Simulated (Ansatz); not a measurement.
Harmonic vibrations of the cluster Sn₂O by finite differences.

```yaml
crystal:
  periodic: [false, false, false]
  atoms:
    - {symbol: Sn, position_ang: [-0.989266, 0.282866, 1.114269]}
    - {symbol: Sn, position_ang: [1.298867, -0.724435, -0.298831]}
    - {symbol: O, position_ang: [-0.309611, 0.441569, -0.815439]}
basis:
  gaussian: {orbitals: def2-TZVP}
hamiltonian: {xc: pbe, dispersion: d4}
scf: {omitted_lower_state_checks: [starts]}
phonons: {temperatures: {t_min: 298.15, t_max: 900, t_step: 200}}
```

```sh
$ ansatz run in.yaml --threads 2 --pin off --events-out ev --progress --plain --max-ram 4352MiB
```

Shortened log:

```
Functional definition: PBE
mean field -13709.72492796 eV, -503.8230983174 hartree, gradient 5.6e-5 eV, S^2 0.000000; 0 other end points of the search recorded, 0 dependent functions left out
mean field -13709.72490406 eV, -503.8230974388 hartree, gradient 1.6e-6 eV, S^2 0.000000; 0 other end points of the search recorded, 0 dependent functions left out
mean field -13709.72491686 eV, -503.8230979094 hartree, gradient 1.6e-6 eV, S^2 0.000000; 0 other end points of the search recorded, 0 dependent functions left out
mean field -13709.72490723 eV, -503.8230975553 hartree, gradient 2.9e-6 eV, S^2 0.000000; 0 other end points of the search recorded, 0 dependent functions left out
mean field -13709.72490741 eV, -503.8230975618 hartree, gradient 1.6e-6 eV, S^2 0.000000; 0 other end points of the search recorded, 0 dependent functions left out
mean field -13709.72486471 eV, -503.8230959929 hartree, gradient 1.6e-6 eV, S^2 0.000000; 0 other end points of the search recorded, 0 dependent functions left out
mean field -13709.72489236 eV, -503.8230970088 hartree, gradient 1.6e-6 eV, S^2 0.000000; 0 other end points of the search recorded, 0 dependent functions left out
mean field -13709.72493053 eV, -503.8230984117 hartree, gradient 1.9e-6 eV, S^2 0.000000; 0 other end points of the search recorded, 0 dependent functions left out
mean field -13709.72491615 eV, -503.8230978831 hartree, gradient 1.9e-6 eV, S^2 0.000000; 0 other end points of the search recorded, 0 dependent functions left out
mean field -13709.72491148 eV, -503.8230977114 hartree, gradient 1.6e-6 eV, S^2 0.000000; 0 other end points of the search recorded, 0 dependent functions left out
mean field -13709.72487099 eV, -503.8230962236 hartree, gradient 1.7e-6 eV, S^2 0.000000; 0 other end points of the search recorded, 0 dependent functions left out
mean field -13709.72489825 eV, -503.8230972254 hartree, gradient 1.6e-6 eV, S^2 0.000000; 0 other end points of the search recorded, 0 dependent functions left out
mean field -13709.72491247 eV, -503.8230977480 hartree, gradient 2.9e-6 eV, S^2 0.000000; 0 other end points of the search recorded, 0 dependent functions left out
Total energy: -13709.83138540 eV, -503.8270105561 hartree
Atom 0 at    -0.989266     0.282866     1.114269 Å, force     0.000007     0.000836    -0.002770 eV/Å
Atom 1 at     1.298867    -0.724435    -0.298831 Å, force    -0.007273     0.005625    -0.003499 eV/Å
Atom 2 at    -0.309611     0.441569    -0.815439 Å, force     0.007266    -0.006461     0.006269 eV/Å
Dipole moment:     0.123159    -0.175605     0.324219 e Å
Vibrations: 174.56 447.28 548.71 cm⁻¹, zero-point energy 0.072564 eV
Checks for a lower state left out: starts
```

Run time 14 s (2 threads of Arm Neoverse V2 on a shared host).

In the def2 sets Sn takes a core potential; there is no spin–orbit coupling. The structure comes from a short search, and lower isomers may exist.
